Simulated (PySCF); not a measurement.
C₃H₉Ge, SMILES [CH3][Ge]([CH3])[CH3] (connectivity only; charge and spin as stated), charge +1, multiplicity 1. Atoms are numbered in the order given.

```xyz
13

C     -0.3908     1.8691     0.2398
Ge     0.0000     0.0000    -0.0002
C      1.8237    -0.6140     0.0356
C     -1.4329    -1.2551    -0.2751
H      0.5260     2.4772     0.3473
H     -1.0311     1.9799     1.1424
H     -0.9923     2.2233    -0.6250
H      2.3965    -0.0717    -0.7477
H      1.9001    -1.7057    -0.1194
H      2.2720    -0.3321     1.0133
H     -1.2863    -1.7427    -1.2639
H     -1.3592    -2.0566     0.4913
H     -2.4258    -0.7712    -0.2336
```
Charge +1, spin multiplicity 1.

Coordinates come from a PBE-D3(BJ)/def2-SVP optimisation. The multiplicity is an assumed one; no other spin state was optimised. The isomer is the one that the SMILES or the coordinates give; other isomers of the formula were not compared.

Calculation: TDDFT-PBE/def2-SVPD (PySCF).

Vertical excitations. 

Computed excitation energies, oscillator strengths and character:
| state | energy (eV) | λ (nm) | f | main pairs |
|---|---|---|---|---|
| S1 | 4.73 | 262 | 0.000 | HOMO−1→LUMO 84 %, HOMO→LUMO 15 % |
| S2 | 4.73 | 262 | 0.000 | HOMO→LUMO 84 %, HOMO−1→LUMO 15 % |
| S3 | 6.28 | 197 | 0.002 | HOMO−2→LUMO 100 % |
| S4 | 6.68 | 186 | 0.053 | HOMO−3→LUMO 94 % |
| S5 | 6.68 | 186 | 0.053 | HOMO−4→LUMO 94 % |
| S6 | 6.90 | 180 | 0.000 | HOMO−5→LUMO 98 % |
| S7 | 6.90 | 180 | 0.000 | HOMO−6→LUMO 99 % |
| S8 | 7.33 | 169 | 0.000 | HOMO−7→LUMO 97 % |
| S9 | 7.92 | 157 | 0.197 | HOMO−1→LUMO+1 69 %, HOMO→LUMO+1 18 % |
| S10 | 7.92 | 157 | 0.197 | HOMO→LUMO+1 69 %, HOMO−1→LUMO+1 18 % |
| T1 | 4.36 | 284 | 0 | HOMO→LUMO 99 % |
| T2 | 4.36 | 284 | 0 | HOMO−1→LUMO 99 % |
| T3 | 6.17 | 201 | 0 | HOMO−2→LUMO 100 % |
| T4 | 6.19 | 200 | 0 | HOMO−3→LUMO 99 % |
Triplets are in the Tamm–Dancoff approximation, which puts them higher than full response would, so one can lie above its singlet here.
